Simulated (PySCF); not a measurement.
Molecule: SMILES [CH3][Al]([CH3])/[CH]=C/[Si](Cl)(Cl)Cl. Atoms near the plane z = 0.0 Å, at the GFN2-xTB optimised geometry (x, y, z in Å): Si1 (2.8, -1.5, 0.0), Cl4 (3.7, 0.3, 0.1), C5 (0.9, -1.3, 0.0), C6 (0.3, -0.1, 0.0), Al7 (-1.8, -0.1, 0.0), C8 (-2.6, -1.9, 0.0), C9 (-2.7, 1.7, 0.0), H10 (0.3, -2.2, 0.0), H11 (0.9, 0.8, 0.0), H12 (-3.7, -1.8, 0.0), H13 (-2.4, -2.5, -0.9), H14 (-2.4, -2.5, 0.9), H15 (-3.4, 1.7, 0.8), H16 (-2.0, 2.5, 0.1), H17 (-3.2, 1.9, -0.9).

Method: B3LYP/def2-SVP run with PySCF. Cells within 0.4 Å of a nucleus heavier than hydrogen are left out (blank, or x). The values are rescaled to run from 0 to 1.

```
|0000000000000000000000000000000|
|0000000000000000000000000000000|
|0000000000000000000000000000000|
|0000000000000000000000000000000|
|0000000000000000000000000000000|
|0000000112210000000000000000000|
|0000011233432100000000000000000|
|0000123455654200000000000000000|
|0001234567875310000000000000000|
|0001356788975321111000011110000|
|00024578x9875322333212334332000|
|00024678xx875434555433455554200|
|0002356899875556777545677765420|
|0001245778776667898645789986530|
|000023466799778899765689xx87531|
|0000134567xx878xx8755689xx87531|
|0001234567xx878xx97666789886530|
|0002355677776678998777788765420|
|00135677888765679xx889x87654210|
|00246899xx8754679x988xx97643100|
|00246789xx865468988778976543100|
|0013567888764467876666776543100|
|0002345677653346655455666542100|
|0001234455543234443334555432000|
|0000012333321112221223444321000|
|0000001122110000000012222210000|
|0000000000000000000000010000000|
|0000000000000000000000000000000|
|0000000000000000000000000000000|
|0000000000000000000000000000000|
|0000000000000000000000000000000|
```
Scale: ten equal steps from 0.000 (start of '0') to 1.00 (end of '9'), in the order '0123456789'; x runs from -6.00 to 6.00, y from -6.00 (bottom) to 6.00 (top).

Which quantity is mapped?
A. log10 of the electron density
B. Laplacian of the electron density
C. electrostatic potential
D. an orbital amplitude

A, log10 of the electron density. In full: log10 of the electron density (e/bohr³), floored at −4.
